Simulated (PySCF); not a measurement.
TaOF3, SMILES [O]=[Ta]([F])([F])[F], multiplicity 1.

Coordinates come from a PBE-D3(BJ)/def2-SVP optimisation. The spin state was assumed, not searched. The isomer is the one that the SMILES or the coordinates give; other isomers of the formula were not compared. The def2 effective core potentials stand for the cores of Ta; spin–orbit coupling is left out.

The numbers are results of PBE-D3(BJ)/def2-SVP (PySCF), not measurements.

Frequencies are harmonic and unscaled.

Modes within 1.5 cm⁻¹ of each other (mostly degenerate sets) share a row, with their intensities summed.

| mode | ν (cm⁻¹) | IR (km/mol) | moving atoms (share of kinetic energy) |
|---|---|---|---|
| 1–2 | 159 | 20.1 | F 91 %, Ta 9 % |
| 3 | 184 | 12.0 | F 80 %, Ta 18 % |
| 4–5 | 253 | 17.6 | O 62 %, F 32 % |
| 6 | 684 | 38.4 | F 97 % |
| 7–8 | 689 | 225.1 | F 85 %, Ta 15 % |
| 9 | 985 | 101.4 | O 91 %, Ta 8 % |
